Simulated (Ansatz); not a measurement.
Ansatz (a first-principles code) input file for TeCl2, SMILES Cl[Te]Cl, PBE0-D3(BJ)/def2-TZVP. 

Ansatz 0.2 input:
```yaml
crystal:
  periodic: [false, false, false]
  atoms:
    - {symbol: Te, position_ang: [0.00000000, 0.00000000, 0.59536964]}
    - {symbol: Cl, position_ang: [0.00000000, 1.80096992, -0.91056534]}
    - {symbol: Cl, position_ang: [0.00000000, -1.80096992, -0.91056534]}
basis:
  gaussian:
    orbitals: def2-TZVP
hamiltonian:
  xc: pbe0
  dispersion: d3bj
relax: {f_tol: 0.002, max_steps: 200}
```

Output:

```
WARN ansatz: RAYON_NUM_THREADS=1 ignored (pool sized by the plan → 1); use --threads N
Functional definition: PBE0
integrals: 0.05 GiB planned
974 factors; their error is unknown
mean field: 0.46 GiB planned
mean field evaluation 1: about -32331.4283 eV, gradient 1.7e1 eV
mean field evaluation 2: about -32330.2885 eV, gradient 2.7e1 eV
mean field evaluation 4: about -32332.2240 eV, gradient 5.9e-1 eV
mean field evaluation 8: about -32332.4492 eV, gradient 6.9e-2 eV
mean field evaluation 16: about -32332.4492 eV, gradient 2.2e-5 eV
mean field -32332.44922301 eV, -1188.1955932243 hartree, gradient 2.2e-5 eV, S^2 0.000000; 0 other end points of the search recorded, 0 dependent functions left out
the calculation of the forces begins
reference -32332.44924767 eV, -1188.1955941306 hartree; 29, 29 occupied and 95, 95 virtual orbitals, 974 factors
relax step   1: F+E_penalty+E_count = -32332.53978395 eV  Δ(F+E_penalty+E_count) = +0.000e0 eV  max|allowed force component| = 4.927e-1 eV/Å  Δτ_max = 0.0000 Å  (28 SCF iters, accepted)
these checks for a lower state are left out or cut short: starts, cluster_reference, orbital_swaps, neighbouring_geometries, increment
integrals: 0.05 GiB planned
974 factors; their error is unknown
mean field: 0.46 GiB planned
mean field -32332.45939142 eV, -1188.1959669067 hartree, gradient 7.6e-6 eV, S^2 0.000000; 0 other end points of the search recorded, 0 dependent functions left out
the calculation of the forces begins
reference -32332.45941599 eV, -1188.1959678096 hartree; 29, 29 occupied and 95, 95 virtual orbitals, 974 factors
relax step   2: F+E_penalty+E_count = -32332.55109107 eV  Δ(F+E_penalty+E_count) = -1.131e-2 eV  max|allowed force component| = 1.754e-1 eV/Å  Δτ_max = 0.0489 Å  (32 SCF iters, accepted)
these checks for a lower state are left out or cut short: starts, cluster_reference, orbital_swaps, neighbouring_geometries, increment
integrals: 0.05 GiB planned
974 factors; their error is unknown
mean field: 0.46 GiB planned
mean field evaluation 32: about -32332.4614 eV, gradient 8.9e-6 eV
mean field -32332.46136824 eV, -1188.1960395533 hartree, gradient 8.9e-6 eV, S^2 0.000000; 0 other end points of the search recorded, 0 dependent functions left out
the calculation of the forces begins
reference -32332.46139283 eV, -1188.1960404570 hartree; 29, 29 occupied and 95, 95 virtual orbitals, 974 factors
relax step   3: F+E_penalty+E_count = -32332.55275160 eV  Δ(F+E_penalty+E_count) = -1.661e-3 eV  max|allowed force component| = 9.644e-4 eV/Å  Δτ_max = 0.0140 Å  (33 SCF iters, accepted)
these checks for a lower state are left out or cut short: starts, cluster_reference, orbital_swaps, neighbouring_geometries, increment
integrals: 0.05 GiB planned
974 factors; their error is unknown
mean field: 0.46 GiB planned
mean field -32332.46136444 eV, -1188.1960394136 hartree, gradient 9.1e-6 eV, S^2 0.000000; 0 other end points of the search recorded, 0 dependent functions left out
the calculation of the forces begins
reference -32332.46138903 eV, -1188.1960403173 hartree; 29, 29 occupied and 95, 95 virtual orbitals, 974 factors
relax step   4: F+E_penalty+E_count = -32332.55275175 eV  Δ(F+E_penalty+E_count) = -1.527e-7 eV  max|allowed force component| = 6.480e-5 eV/Å  Δτ_max = 0.0002 Å  (33 SCF iters, accepted)
integrals: 0.05 GiB planned
974 factors; their error is unknown
mean field: 0.46 GiB planned
mean field -32332.46136444 eV, -1188.1960394136 hartree, gradient 9.0e-6 eV, S^2 0.000000; 1 other end points of the search recorded, 0 dependent functions left out
the calculation of the forces begins
reference -32332.46138903 eV, -1188.1960403173 hartree; 29, 29 occupied and 95, 95 virtual orbitals, 974 factors
Total energy: -32332.55277634 eV, -1188.1993987391 hartree
Atom 0 at     0.000000    -0.000000     0.594047 Å, force     0.000000     0.000000    -0.000065 eV/Å
Atom 1 at    -0.000000     1.765884    -0.909904 Å, force    -0.000000    -0.000005     0.000032 eV/Å
Atom 2 at    -0.000000    -1.765884    -0.909904 Å, force     0.000000     0.000005     0.000032 eV/Å
Dipole moment:     0.000000     0.000000     0.396621 e Å
```

Self-consistency was reached.
